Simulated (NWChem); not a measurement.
CH₄BFO; SMILES FBOC

```xyz
8

B     -0.6473    -0.7469     0.0000
H     -1.7019    -1.3452     0.0000
F      0.5091    -1.4312     0.0000
O     -0.6612     0.6031     0.0000
C      0.5240     1.3938     0.0000
H      1.4423     0.7722     0.0000
H      0.5229     2.0432    -0.8989
H      0.5229     2.0432     0.8989
```
Atoms are numbered in this order, from 1.

The geometry was optimised at PBE-D3(BJ)/def2-SVP.

 Unshifted, non-relativistic core excitations; the lowest 4 roots alone, so stronger bands may lie above.

Task: List the first O K-edge excitations from PBE0/6-311G** (spherical d), restricted-window TDA (NWChem).

Result: 
```csv
state,energy (eV),dipole oscillator strength,leading excitation (squared amplitude)
S1,521.3,0.0186,1s of atom 4 or its equivalents → LUMO (0.99)
S2,523.4,0.0041,1s of atom 4 or its equivalents → LUMO+1 (0.95)
S3,523.7,0.0148,1s of atom 4 or its equivalents → LUMO+2 (0.87)
S4,524.9,0.0003,1s of atom 4 or its equivalents → LUMO+3 (0.99)
```
